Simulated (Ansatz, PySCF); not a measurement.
Gas-phase reaction (SMILES): C[Si](C)(N)N + 3 [SiH4] (SiH4) → 2 C[SiH3] + 2 N[SiH3]; bond separation energy.

Structures are relaxed separately at B3LYP-D3(BJ)/def2-TZVP in Ansatz (an electronic-structure program), one conformer each, not searched for the lowest. Correlated levels leave the core frozen unless marked. No spin-orbit coupling. Non-relativistic. CBS marks a two-point X^-3 extrapolation of the correlation energy; Hartree-Fock from the larger set. [CCSD(T)-MP2]/basis is that difference in the basis named. Thermal terms are rigid-rotor harmonic-oscillator values from B3LYP-D3(BJ) frequencies (Ansatz or PySCF) at 298.15 K and 1 atm. 1 Eh = 627.5095 kcal/mol.

| species | E, RI-MP2/CBS(cc-pV(T+d)Z,cc-pV(Q+d)Z)+[CCSD(T)-MP2]/cc-pV(T+d)Z (Ansatz) (Eh) | E, wB97M-V/def2-TZVPD (Ansatz) (Eh) | H - E (Eh) |
|---|---|---|---|
| C[Si](C)(N)N | -480.70558 | -481.29367 | 0.13573 |
| C[SiH3] | -330.73641 | -331.16515 | 0.06602 |
| N[SiH3] | -346.80066 | -347.24258 | 0.05540 |
| [SiH4] (SiH4) | -291.46100 | -291.84546 | 0.03520 |

**Question.** Work out ΔE and ΔH at 298.15 K at the first level, then ΔH at the second.

**Answer.** 
1. ΔE = [2×(-330.73641) + 2×(-346.80066)] - [(-480.70558) + 3×(-291.46100)] = 0.01444 Eh = 9.1 kcal/mol at RI-MP2/CBS(cc-pV(T+d)Z,cc-pV(Q+d)Z)+[CCSD(T)-MP2]/cc-pV(T+d)Z.
2. The terms H - E add up to 0.00151 Eh, so ΔH = (0.01444 + (0.00151))×627.5095 = 10.0 kcal/mol.
3. At wB97M-V/def2-TZVPD the same steps give ΔE = 9.2 and ΔH = 10.1 kcal/mol, a shift of +0.1 from the first level.
4. These values are not checked against measurement here, since the tables used lack a sound gas-phase enthalpy of formation for at least one species.
